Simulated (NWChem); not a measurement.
Species: CBF$_{5}$; SMILES FB(F)C(F)(F)F

```xyz
7

B      0.0071    -0.9735     0.0034
C      0.0092     0.6384     0.0037
F     -0.5126     1.0996    -1.1410
F      1.2357     1.1443     0.1258
F     -0.7328     1.1133     1.0106
F      1.1297    -1.6402    -0.0005
F     -1.1323    -1.6129    -0.0001
```
Atoms are numbered in this order, from 1.

All runs use the structure optimised with PBE0/def2-SVP.

 Unshifted, non-relativistic core excitations; the lowest 4 roots alone, so stronger bands may lie above.

Task: List the first B K-edge excitations from PBE/6-311G** (spherical d), restricted-window TDA (NWChem).

Result: 
```tsv
state	energy (eV)	dipole oscillator strength	leading excitation (squared amplitude)
S1	178.8	0.0514	1s of atom 1 or its equivalents → LUMO (1.00)
S2	181.9	0.0007	1s of atom 1 or its equivalents → LUMO+1 (1.00)
S3	182.3	0.0066	1s of atom 1 or its equivalents → LUMO+2 (1.00)
S4	184.5	0.0000	1s of atom 1 or its equivalents → LUMO+3 (1.00)
```
